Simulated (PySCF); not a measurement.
Species: CdMeCl, CH3CdCl (singlet state).
Bonds: Cd1–C2, Cd1–Cl6. Hydrogens: H3, H4, H5 on C2.

Computed by this run: PBE0-D3(BJ)/def2-SVP geometry optimisation, gas phase, def2 core potentials past Kr (PySCF 2.14.0); density fitting, grid level 1; the optimiser is geomeTRIC in internal coordinates, started from a GFN2-xTB structure with every atom displaced at random (about 0.03 Å).

Geometry at step 1:
```
atom  x, y, z in Å
Cd1     0.0466   -0.0348   -1.2061
C2      0.0062   -0.0191    0.8889
H3     -0.4661    0.9014    1.2558
H4      1.0361   -0.0632    1.2460
H5     -0.5446   -0.8983    1.2522
Cl6    -0.0150    0.0180   -3.5061
```

Question: What forces act on the atoms?

Answer: 
| atom | Fx (eV/Å) | Fy (eV/Å) | Fz (eV/Å) |
| --- | --- | --- | --- |
| Cd1 | -0.140 | 0.081 | -0.072 |
| C2 | -0.093 | -0.087 | -0.191 |
| H3 | -0.045 | 0.002 | 0.004 |
| H4 | 0.243 | -0.020 | 0.193 |
| H5 | -0.005 | 0.050 | 0.040 |
| Cl6 | 0.040 | -0.025 | 0.025 |

The largest, 0.31 eV/Å, acts on H4; the rms over all components is 0.103 eV/Å. The forces sum to zero within rounding, as they must for an isolated molecule in no field.

Question: Give the force on H4 in Eh/bohr and in nN.

Answer: 0.311 eV/Å ÷ 51.422 = 0.00604 Eh/bohr, and 0.311 eV/Å × 1.602 = 0.50 nN.

Question: How far is this geometry from the end of the optimisation?

Answer: 0.007 eV above it, and 0.019 Å rms away after alignment. The bonds farthest from their final lengths, with half the difference of the two atoms' forces along the bond (positive lengthens):

| bond | now (Å) | final (Å) | force along bond (eV/Å) |
| --- | --- | --- | --- |
| C2–H4 | 1.091 | 1.099 | +0.22 |
| Cd1–Cl6 | 2.301 | 2.299 | -0.05 |
| C2–H3 | 1.098 | 1.099 | +0.06 |

The angle farthest from its final value is C2–Cd1–Cl6, 176.8° against 179.3°.

The cost below is that of the whole optimisation. On Arm Neoverse V1, one thread, no GPU, shared host, this took 12 s of wall time and 0.31 GiB of memory at its peak.
